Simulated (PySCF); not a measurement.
CH10FNSi3, SMILES N([SiH3])([Si@H](C)F)[SiH3].

Geometry optimised at TPSSh-D3(BJ)/def2-SVP. The structure was generated by enumeration; whether it is a known compound was not checked. The values are those of a single conformer.

Two levels are set side by side: PBE/def2-TZVP (PySCF) and r2SCAN/def2-TZVP (PySCF). Same geometry, gas phase. Differences are taken from unrounded values.

```json
[
 {"quantity": "orbital gap (eV)", "r2SCAN": "6.06"},
 {"quantity": "highest occupied level (eV)", "r2SCAN": "-6.66"},
 {"quantity": "lowest empty level (eV)", "r2SCAN": "-0.60"},
 {"quantity": "dipole moment (D)", "r2SCAN": "1.55"}
]
```

Q: What does PBE give, and how far is it from r2SCAN? (The exact figures need the calculation; the answer reports its results.)

A: 
```csv
quantity,PBE,PBE minus r2SCAN
orbital gap (eV),5.40,-0.66
highest occupied level (eV),-6.36,0.30
lowest empty level (eV),-0.96,-0.35
dipole moment (D),1.51,-0.04
```

Rough cost on one machine, each run with all the roots and properties that it gave: r2SCAN against PBE about 2 times.
